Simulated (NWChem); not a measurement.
Everything below was run with NWChem. System: HFSi, charge 0, spin multiplicity 1, at a geometry optimised with B3LYP/def2-SVP. The structure started from a generated list of species. Level: PBE/def2-TZVP.

Input file:

```
start mol
memory heap 200 mb stack 900 mb global 1100 mb
geometry units angstroms nocenter noautoz
  Si    -0.455746     0.405832     0.000000
  H      0.551874     1.580483     0.000000
  F      0.647619    -0.806904     0.000000
  symmetry group Cs
end
basis spherical
  * library def2-tzvp
end
dft
  xc xpbe96 cpbe96
  semidirect memsize 60000000 filesize 0
  iterations 100
end
task dft energy
```

Part of the output:

```
             Northwest Computational Chemistry Package (NWChem) 7.3.0
             --------------------------------------------------------

                                NWChem Input Module
                                -------------------

 Scaling coordinates for geometry "geometry" by  1.889725989
 (inverse scale =  0.529177249)

 Turning off AUTOSYM since
 SYMMETRY directive was detected!

                             Geometry "geometry" -> ""
                             -------------------------

 Output coordinates in angstroms (scale by  1.889725989 to convert to a.u.)

  No.       Tag          Charge          X              Y              Z
 ---- ---------------- ---------- -------------- -------------- --------------
    1 Si                  14.0000    -0.45574600     0.40583200     0.00000000
    2 H                    1.0000     0.55187400     1.58048300     0.00000000
    3 F                    9.0000     0.64761900    -0.80690400     0.00000000

 Effective nuclear repulsion energy (a.u.)      47.4476547834

            Nuclear Dipole moment (a.u.)
            ----------------------------
        X                 Y               Z
 ---------------- ---------------- ----------------
     0.0000018897    -0.0000094486     0.0000000000

      Symmetry information
      --------------------

 Group name             Cs
 Group number              2
 Group order               2
 No. of unique centers     3

      Symmetry unique atoms

     1    2    3


 Summary of "ao basis" -> "" (spherical)
 ------------------------------------------------------------------------------
       Tag                 Description            Shells   Functions and Types
 ---------------- ------------------------------  ------  ---------------------
 *                         def2-tzvp                  on all atoms

  pbe96 is a nonlocal functional; adding pw91lda local functional.

                                 NWChem DFT Module
                                 -----------------

 Summary of "ao basis" -> "ao basis" (spherical)
 ------------------------------------------------------------------------------
       Tag                 Description            Shells   Functions and Types
 ---------------- ------------------------------  ------  ---------------------
 Si                        def2-tzvp                13       37   5s5p2d1f
 H                         def2-tzvp                 4        6   3s1p
 F                         def2-tzvp                11       31   5s3p2d1f

 Summary of "ao basis" -> "ao basis" (spherical)
 ------------------------------------------------------------------------------
       Tag                 Description            Shells   Functions and Types
 ---------------- ------------------------------  ------  ---------------------
 Si                        def2-tzvp                13       37   5s5p2d1f
 H                         def2-tzvp                 4        6   3s1p
 F                         def2-tzvp                11       31   5s3p2d1f

      Symmetry analysis of basis
      --------------------------

        a'         51
        a"         23

            General Information
            -------------------
          SCF calculation type: DFT
          Wavefunction type:  closed shell.
          No. of atoms     :     3
          No. of electrons :    24
           Alpha electrons :    12
            Beta electrons :    12
          Charge           :     0
          Spin multiplicity:     1
          Use of symmetry is: on ; symmetry adaption is: on
          Maximum number of iterations: 100
          AO basis - number of functions:    74
                     number of shells:    28
          Convergence on energy requested:  1.00D-06
          Convergence on density requested:  1.00D-05
          Convergence on gradient requested:  5.00D-04

              XC Information
              --------------
          PerdewBurkeErnzerhof Exchange Functional  1.000
            Perdew 1991 LDA Correlation Functional  1.000 local
           PerdewBurkeErnz. Correlation Functional  1.000 non-local

             Grid Information
             ----------------
          Grid used for XC integration:  medium
          Radial quadrature: Mura-Knowles
          Angular quadrature: Lebedev.
          Tag              B.-S. Rad. Rad. Pts. Rad. Cut. Ang. Pts.
          ---              ---------- --------- --------- ---------
          Si                  1.10       88           8.0       590
          H                   0.35       45           8.0       434
          F                   0.50       49           8.0       434
          Grid pruning is: on
          Number of quadrature shells:   182
          Spatial weights used:  Erf1

          Convergence Information
          -----------------------
          Convergence aids based upon iterative change in
          total energy or number of iterations.
          Levelshifting, if invoked, occurs when the
          HOMO/LUMO gap drops below (HL_TOL):  1.00D-02
          DIIS, if invoked, will attempt to extrapolate
          using up to (NFOCK): 10 stored Fock matrices.

                    Damping( 0%)  Levelshifting(0.5)       DIIS
                  --------------- ------------------- ---------------
          dE  on:    start            ASAP                start
          dE off:    2 iters        100 iters           100 iters

      Screening Tolerance Information
      -------------------------------
          Density screening/tol_rho:  1.00D-10
          AO Gaussian exp screening on grid/accAOfunc:  14
          CD Gaussian exp screening on grid/accCDfunc:  20
          XC Gaussian exp screening on grid/accXCfunc:  20
          Schwarz screening/accCoul:  1.00D-08

      Superposition of Atomic Density Guess
      -------------------------------------

 Sum of atomic energies:        -388.75329807

      Non-variational initial energy
      ------------------------------

 Total energy =    -388.788299
 1-e energy   =    -634.483699
 2-e energy   =     198.247744
 HOMO         =      -0.234615
 LUMO         =      -0.062455

      Symmetry analysis of molecular orbitals - initial
      -------------------------------------------------

  Numbering of irreducible representations:

     1 a'          2 a"

  Orbital symmetries:

     1 a'          2 a'          3 a'          4 a'          5 a'
     6 a"          7 a'          8 a'          9 a'         10 a"
    11 a'         12 a'         13 a"         14 a'         15 a'
    16 a'         17 a"         18 a'         19 a'         20 a"
    21 a'         22 a"

------------------------------------------------------------
EAF file 0: "./mol.aoints.0" size=524288 bytes
------------------------------------------------------------
               write      read    awrite     aread      wait
               -----      ----    ------     -----      ----
     calls:        1         0         0         0         0
   data(b): 5.24e+05  0.00e+00  0.00e+00  0.00e+00
   time(s): 0.00e+00  0.00e+00  0.00e+00  0.00e+00  0.00e+00
rate(mb/s): 0.00e+00  0.00e+00
------------------------------------------------------------

   convergence    iter        energy       DeltaE   RMS-Dens  Diis-err    time
 ---------------- ----- ----------------- --------- --------- ---------  ------
 d= 0,ls=0.0,diis     1   -389.6724728936 -4.37D+02  1.56D-02  8.49D-01     1.2
 d= 0,ls=0.0,diis     2   -389.2222198545  4.50D-01  1.09D-02  5.68D+00     1.4
 d= 0,ls=0.0,diis     3   -389.7359806025 -5.14D-01  2.67D-03  4.26D-02     1.5
 d= 0,ls=0.0,diis     4   -389.7388083223 -2.83D-03  1.36D-03  4.91D-03     1.7
 d= 0,ls=0.0,diis     5   -389.7394883382 -6.80D-04  2.40D-04  2.28D-04     1.8
  Resetting Diis
 d= 0,ls=0.0,diis     6   -389.7395150414 -2.67D-05  5.33D-05  1.70D-05     2.0
 d= 0,ls=0.0,diis     7   -389.7395175336 -2.49D-06  2.04D-05  9.37D-07     2.1
 d= 0,ls=0.0,diis     8   -389.7395173695  1.64D-07  9.50D-06  3.19D-06     2.2

         Total DFT energy =     -389.739517369494
      One electron energy =     -635.511438520996
           Coulomb energy =      229.781145116804
    Exchange-Corr. energy =      -31.456878748724
 Nuclear repulsion energy =       47.447654783422

 Numeric. integr. density =       23.999997016704

     Total iterative time =      1.8s

                  Occupations of the irreducible representations
                  ----------------------------------------------

                     irrep           alpha         beta
                     --------     --------     --------
                     a'               10.0         10.0
                     a"                2.0          2.0

                       DFT Final Molecular Orbital Analysis
                       ------------------------------------

 Vector   10  Occ=2.000000D+00  E=-3.876065D-01  Symmetry=a"
              MO Center=  5.7D-01, -7.2D-01, -2.1D-14, r^2= 6.6D-01
   Bfn.  Coefficient  Atom+Function         Bfn.  Coefficient  Atom+Function
  ----- ------------  ---------------      ----- ------------  ---------------
    51      0.478068  3 F  pz                54      0.385301  3 F  pz
    57      0.247381  3 F  pz                17      0.117916  1 Si pz
    20      0.050247  1 Si pz                 8     -0.048925  1 Si pz
    14      0.047765  1 Si pz                22     -0.034175  1 Si d -1
    24     -0.032213  1 Si d  1              27     -0.029648  1 Si d -1

 Vector   11  Occ=2.000000D+00  E=-3.582105D-01  Symmetry=a'
              MO Center=  1.7D-01,  1.0D-01, -4.1D-14, r^2= 2.1D+00
   Bfn.  Coefficient  Atom+Function         Bfn.  Coefficient  Atom+Function
  ----- ------------  ---------------      ----- ------------  ---------------
    50      0.370820  3 F  py                 4     -0.317502  1 Si s
    53      0.296246  3 F  py                 5     -0.245938  1 Si s
    56      0.190257  3 F  py                 3      0.188550  1 Si s
    16     -0.148519  1 Si py                39     -0.139173  2 H  s
    38     -0.094996  2 H  s                 40     -0.080738  2 H  s

 Vector   12  Occ=2.000000D+00  E=-2.160161D-01  Symmetry=a'
              MO Center= -5.0D-01,  5.4D-01, -2.7D-14, r^2= 2.4D+00
   Bfn.  Coefficient  Atom+Function         Bfn.  Coefficient  Atom+Function
  ----- ------------  ---------------      ----- ------------  ---------------
     5      0.450676  1 Si s                  4      0.332121  1 Si s
    15     -0.311481  1 Si px                40     -0.231458  2 H  s
    39     -0.219312  2 H  s                  3     -0.196353  1 Si s
    49      0.169296  3 F  px                18     -0.157092  1 Si px
    52      0.134176  3 F  px                38     -0.129133  2 H  s

 Vector   13  Occ=0.000000D+00  E=-1.315803D-01  Symmetry=a"
              MO Center= -4.5D-01,  4.6D-01, -4.2D-14, r^2= 2.6D+00
   Bfn.  Coefficient  Atom+Function         Bfn.  Coefficient  Atom+Function
  ----- ------------  ---------------      ----- ------------  ---------------
    17      0.528446  1 Si pz                20      0.460218  1 Si pz
     8     -0.171055  1 Si pz                14      0.168714  1 Si pz
    51     -0.163379  3 F  pz                57     -0.138642  3 F  pz
    54     -0.124468  3 F  pz                11     -0.077713  1 Si pz
    27      0.047285  1 Si d -1

 Vector   14  Occ=0.000000D+00  E=-3.453471D-02  Symmetry=a'
              MO Center= -5.9D-01,  4.5D-01,  3.5D-14, r^2= 3.6D+00
   Bfn.  Coefficient  Atom+Function         Bfn.  Coefficient  Atom+Function
  ----- ------------  ---------------      ----- ------------  ---------------
    19      0.756596  1 Si py                40     -0.312324  2 H  s
    16      0.307481  1 Si py                48      0.307678  3 F  s
    18     -0.283423  1 Si px                15     -0.127332  1 Si px
    26     -0.118672  1 Si d -2              13      0.116110  1 Si py
    21     -0.106862  1 Si d -2               7     -0.105392  1 Si py

 Vector   15  Occ=0.000000D+00  E= 3.533576D-02  Symmetry=a'
              MO Center= -4.2D-01,  6.1D-01,  1.0D-13, r^2= 4.4D+00
   Bfn.  Coefficient  Atom+Function         Bfn.  Coefficient  Atom+Function
  ----- ------------  ---------------      ----- ------------  ---------------
    40      1.595215  2 H  s                 18     -0.996964  1 Si px
     5     -0.971735  1 Si s                 19     -0.585802  1 Si py
     4     -0.319822  1 Si s                 16     -0.270950  1 Si py
    15     -0.205270  1 Si px                28     -0.164273  1 Si d  0
     3      0.162122  1 Si s                 48      0.143763  3 F  s

 center of mass
 --------------
 x =   0.00431416 y =  -0.09385394 z =   0.00000000

 moments of inertia (a.u.)
 ------------------
          69.195263984261          50.773182970562           0.000000000000
          50.773182970562          50.301140305031           0.000000000000
           0.000000000000           0.000000000000         119.496404289292

     Multipole analysis of the density
     ---------------------------------

     L   x y z        total         alpha         beta         nuclear
     -   - - -        -----         -----         ----         -------
     0   0 0 0     -0.000000    -12.000000    -12.000000     24.000000

     1   1 0 0     -0.210236     -0.105119     -0.105119      0.000002
     1   0 1 0      0.320583      0.160296      0.160296     -0.000009
     1   0 0 1     -0.000000     -0.000000     -0.000000      0.000000

     2   2 0 0    -15.646620    -20.299038    -20.299038     24.951455
     2   1 1 0     -0.222649     11.352253     11.352253    -22.927155
     2   1 0 1      0.000000      0.000000      0.000000      0.000000
     2   0 2 0    -14.632850    -26.356568    -26.356568     38.080286
     2   0 1 1     -0.000000     -0.000000     -0.000000      0.000000
     2   0 0 2    -12.057545     -6.028773     -6.028773      0.000000

 Task  times  cpu:        2.2s     wall:        2.2s

 Total times  cpu:        2.3s     wall:        2.3s
```
